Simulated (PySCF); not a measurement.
## Dipole moment and polarisability of `OCPCCC(F)(F)F`

Species: C4H8F3OP.
Cartesian coordinates in Å at the GFN2-xTB level; atoms count from 1:
```xyz
17
C4H8F3OP angstrom
O     -2.910    0.958    0.439
C     -2.597   -0.348    0.032
P     -1.150   -0.330   -1.164
C      0.155    0.143    0.086
C      1.550    0.096   -0.530
C      2.596    0.533    0.476
F      2.607   -0.243    1.572
F      2.406    1.790    0.902
F      3.838    0.487   -0.032
H     -3.233    1.461   -0.318
H     -3.453   -0.839   -0.450
H     -2.338   -0.898    0.940
H     -0.928   -1.711   -1.090
H      0.098   -0.517    0.955
H     -0.074    1.162    0.415
H      1.803   -0.917   -0.851
H      1.620    0.763   -1.392
```

Level: PBE0/def2-SVPD (PySCF), static field, nuclei fixed, core orbitals frozen in the response. The polarisability tensor in these axes (au):

```
x   99.80  1.69  0.74
y    1.69 74.72  2.86
z    0.74  2.86 76.23
```

Q: What are the eigenvalues, a third of the trace, and Δα (Δα² = ½Σ(αi − αj)² over the three pairs)?

A: Principal values 72.49, 78.31 and 99.95 au; mean 83.58 au = 12.39 Å³ = 13.78 × 10⁻⁴⁰ C²·m²/J; Δα = 25.07 au (30 % of the mean).

Q: What is the dipole moment, and where does it point?

A: (-2.13, -1.29, -1.64) D, 2.98 D in size, pointing from the negative to the positive side. Measured along this direction, the outermost atoms are F8 and F9 at the negative end and H11 at the positive end.

Q: What depolarisation ratio follows for Rayleigh scattering of linearly polarised light, taking the static tensor?

A: ρ = 3Δα²/(45ᾱ² + 4Δα²) = 1884.8/(314379 + 2513.1) = 0.00595.

Q: What would n − 1 = 2πNα be for an ideal gas of these molecules at 350 K and 1 atm, electronic part alone?

A: N = p/kT = 2.0968 × 10¹⁹ cm⁻³, so n − 1 = 2π × N × 12.39 × 10⁻²⁴ cm³ = 1632 × 10⁻⁶ at long wavelengths.

Q: Directions of the eigenvectors, and the extent of the frame along each?

A: Largest value along (1.00, 0.07, 0.04), where the nuclei span 7.38 Å; middle along (-0.07, 0.60, 0.80), 3.44 Å; least along (-0.03, 0.80, -0.60), 2.69 Å. The response follows the extents in order.

Q: Give the eigenvalues of the traceless quadrupole moment Θ = ½Σq(3rr − r²1), origin at the centre of nuclear charge.

A: -4.83, -0.91, 5.74 D·Å. The values depend on the origin, since the dipole doesn't vanish. The electronic extent ⟨r²⟩ about the same centre is 2094 bohr², a root-mean-square distance of 2.67 Å for the 82 electrons.

Q: Orientational against electronic polarisability at 250 K (dilute gas, rigid molecules)?

A: In Gaussian units μ²/3kT = 85.74 Å³ against 12.39 Å³, a ratio of 6.92; the Debye molar polarisation (4π/3)N_A(α + μ²/3kT) is 247.5 cm³/mol, leaving out the vibrational part.

One conformer (not necessarily the lowest) at the GFN2-xTB geometry, without solvent, vibrations or thermal averaging.
